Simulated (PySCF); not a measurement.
Precursor series Sc Cl-OH. All species are isolated molecules in the gas phase. One relaxed conformer stands for each flexible species; it need not be the lowest.

Method: TPSSh-D3(BJ)/def2-TZVP // r2SCAN-D4/def2-SVP in PySCF 2.14.0. 

```tsv
species	HOMO–LUMO gap (eV)	LUMO (eV)	mean distance from the central atom to its bonded neighbours (Å)
0 of 3 Cl replaced by OH ([Sc(Cl)3])	4.88	-3.66	2.268
1 of 3 Cl replaced by OH ([Sc(Cl)2(OH)])	5.08	…	2.137
2 of 3 Cl replaced by OH	5.26	-2.30	…
3 of 3 Cl replaced by OH ([Sc(OH)3])	…	-1.64	1.873
```

Task: What belongs in the gaps?

Result: 
- 1 of 3 Cl replaced by OH ([Sc(Cl)2(OH)]), LUMO (eV): -3.00
- 2 of 3 Cl replaced by OH, mean distance from the central atom to its bonded neighbours (Å): 2.003
- 3 of 3 Cl replaced by OH ([Sc(OH)3]), HOMO–LUMO gap (eV): 5.69
